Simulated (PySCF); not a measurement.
Compound: C₄H₁₂Ge₂.
SMILES with atom numbers: `[CH2:1]=[CH:2][CH2:3][CH:4]([GeH3:5])[GeH3:6]` (hydrogens: H7, H8 on C1; H9 on C2; H10, H11 on C3; H12 on C4; H13, H14, H15 on Ge5; H16, H17, H18 on Ge6)

Structure used (PBE0-D3(BJ)/def2-SVP), in Å, numbered top down from 1:
```xyz
18
C4H12Ge2 angstrom
C      2.9497   -0.0037   -0.6293
C      1.8708    0.3444    0.0729
C      0.7065   -0.5528    0.3603
C     -0.6076   -0.0940   -0.2972
Ge    -1.2060    1.6909    0.2827
Ge    -2.0394   -1.4115   -0.0100
H      3.7635    0.7029   -0.8116
H      3.0607   -1.0116   -1.0439
H      1.8070    1.3677    0.4663
H      0.9539   -1.5759    0.0273
H      0.5602   -0.6135    1.4550
H     -0.4643   -0.0328   -1.3903
H     -1.1079    1.7767    1.8198
H     -0.3456    2.8119   -0.3325
H     -2.6716    1.9131   -0.1388
H     -2.4313   -1.4449    1.4816
H     -1.5381   -2.8127   -0.4182
H     -3.2806   -1.0493   -0.8464
```

Theory: TDDFT wB97X-D/def2-SVPD, vertical, gas phase, core orbitals frozen in the response (PySCF 2.14.0, density-fitted response routines). The wB97X-D/def2-SVPD calculation is non-relativistic and has no spin–orbit coupling, an omission that weighs most on germanium.

Ground-to-excited transition dipoles (e·a0, same axes as the geometry; the sign carries no meaning), for the states with f of 0.002 or more among the lowest 7:

```tsv
state	E (hartree)	μx	μy	μz
S1	0.2671	1.471	0.116	-0.405
S2	0.2742	0.825	-0.180	-0.568
S3	0.2755	0.315	-0.296	0.172
S4	0.2861	-0.034	0.255	0.288
S5	0.2926	-0.290	-1.173	-0.097
S6	0.2954	0.093	-0.146	-0.076
S7	0.2976	-0.110	0.246	0.004
```

Task: What oscillator strength does each state have?

Result: f = (2/3) ΔE |μ|² with ΔE in hartree (27.2114 eV).

```tsv
state	|μ|² (au)	|μ| (D)	f
S1	2.341	3.89	0.417
S2	1.036	2.59	0.189
S3	0.216	1.18	0.040
S4	0.149	0.98	0.028
S5	1.470	3.08	0.287
S6	0.036	0.48	0.007
S7	0.073	0.68	0.014
```

Task: Which bond between heavy atoms lies closest to the direction of the S1 transition dipole?

Result: C1–C2, at 26° from it; next C2–C3 at 32°.

Task: What angle do the transition dipoles of S1 and S7 make?

Result: |cos θ| = |μa·μb| / (|μa| |μb|) = 0.33, so θ ≈ 71° (taken between 0 and 90°, since the signs are arbitrary).

Task: What peak molar absorption coefficient would the strongest computed level give as a lone Gaussian band 0.3 eV wide at half height?

Result: ε(max) = 2.175×10⁸ f / FWHM, with the width in cm⁻¹. S1: 2.175×10⁸ × 0.4168 / 2420 ≈ 37000 L mol⁻¹ cm⁻¹.

The vertical ionisation energy (ΔSCF) is 9.53 eV, 1.43 eV above S7.

One conformer stands for the species.
